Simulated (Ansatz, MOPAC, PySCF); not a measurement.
Complex: H2O (SMILES O) (first 3 atoms) with CH3F (SMILES CF); geometry from B3LYP-D3(BJ)/def2-TZVP, rigid monomers moved along the line of their centres of mass till H3···F5 is 2.30 Å.
(charge 0, multiplicity 1):
```xyz
8

O     -0.12140    -0.06330     0.58278
H      0.00781     0.63656    -0.06439
H     -0.47988     0.37229     1.36722
C      0.46698    -0.27989     4.10741
F     -0.46870     0.65919     3.64869
H     -0.06467    -1.03284     4.68796
H      0.94928    -0.72884     3.24067
H      1.19288     0.24197     4.72997
```

Counterpoise-corrected where a basis set is named; no monomer relaxation. Rows marked so take none.

Cores are frozen in the correlated methods. CBS(a, b) extrapolates the correlation energy as X⁻³ and adds the Hartree–Fock energy of set b. Rows in 3-21G, 6-311+G**, 6-31G* carry no dispersion term and start afresh at each structure (6-31G* with six Cartesian d functions). The state reached by PM3, PM7 isn't checked; PM7 holds dispersion and hydrogen-bond terms.

The values were computed with Ansatz (an electronic-structure program); MOPAC for PM3, PM7 (differences of heats of formation); PySCF for 3-21G rows, 6-311+G** rows, 6-31G* rows, the dispersion terms. 

Other levels give for the interaction energy: PBE/def2-TZVPPD -12.3; B3LYP/def2-TZVPPD -11.0; B3LYP-D3(BJ)/def2-TZVPPD -14.1; wB97M-V/def2-TZVPPD -14.0; MP2/CBS(aug-cc-pVDZ, aug-cc-pVTZ) + ΔCCSD(T)/aug-cc-pVDZ -14.3 kJ/mol.

Common cheap choices:

```json
[
 {"level": "PM3", "interaction energy (kJ/mol)": "-5.5", "less -14.3 (MP2/CBS(aug-cc-pVDZ, aug-cc-pVTZ) + ΔCCSD(T)/aug-cc-pVDZ)": "8.8"},
 {"level": "PM7", "interaction energy (kJ/mol)": "-2.4", "less -14.3 (MP2/CBS(aug-cc-pVDZ, aug-cc-pVTZ) + ΔCCSD(T)/aug-cc-pVDZ)": "11.9"},
 {"level": "HF/6-31G*", "interaction energy (kJ/mol)": "-11.7", "less -14.3 (MP2/CBS(aug-cc-pVDZ, aug-cc-pVTZ) + ΔCCSD(T)/aug-cc-pVDZ)": "2.6"},
 {"level": "BP86/6-31G* (no counterpoise)", "interaction energy (kJ/mol)": "-19.2", "less -14.3 (MP2/CBS(aug-cc-pVDZ, aug-cc-pVTZ) + ΔCCSD(T)/aug-cc-pVDZ)": "-4.9"},
 {"level": "B3LYP/3-21G (no counterpoise)", "interaction energy (kJ/mol)": "-32.7", "less -14.3 (MP2/CBS(aug-cc-pVDZ, aug-cc-pVTZ) + ΔCCSD(T)/aug-cc-pVDZ)": "-18.3"},
 {"level": "B3LYP/6-31G*", "interaction energy (kJ/mol)": "-12.0", "less -14.3 (MP2/CBS(aug-cc-pVDZ, aug-cc-pVTZ) + ΔCCSD(T)/aug-cc-pVDZ)": "2.4"},
 {"level": "B3LYP/6-311+G** (no counterpoise)", "interaction energy (kJ/mol)": "-13.6", "less -14.3 (MP2/CBS(aug-cc-pVDZ, aug-cc-pVTZ) + ΔCCSD(T)/aug-cc-pVDZ)": "0.7"},
 {"level": "M06-2X/6-31G* (no counterpoise)", "interaction energy (kJ/mol)": "-22.6", "less -14.3 (MP2/CBS(aug-cc-pVDZ, aug-cc-pVTZ) + ΔCCSD(T)/aug-cc-pVDZ)": "-8.3"}
]
```
